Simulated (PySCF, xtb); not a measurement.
B(F)(H)(OSiH3) (BFH₄OSi), SMILES FBO[SiH3]. One conformer was computed; it need not be the lowest.

Harmonic wavenumbers (cm⁻¹) from GFN2-xTB in xtb at its own minimum, in rising order: 64, 96, 184, 486, 609, 634, 720, 749, 754, 782, 814, 1036, 1132, 1410, 2259, 2278, 2290, 2611.

Question: What does TPSSh-D3(BJ)/def2-SVP (PySCF) give at its own minimum? (Estimate from the structure and the level; the computed values follow.)

Answer: 55, 97, 194, 557, 723, 730, 747, 920, 962, 967, 984, 1112, 1203, 1436, 2277, 2282, 2302, 2700. Paired by order, the mean absolute difference is 75 cm⁻¹ and the zero-point energies are 27.0 and 28.9 kcal/mol.
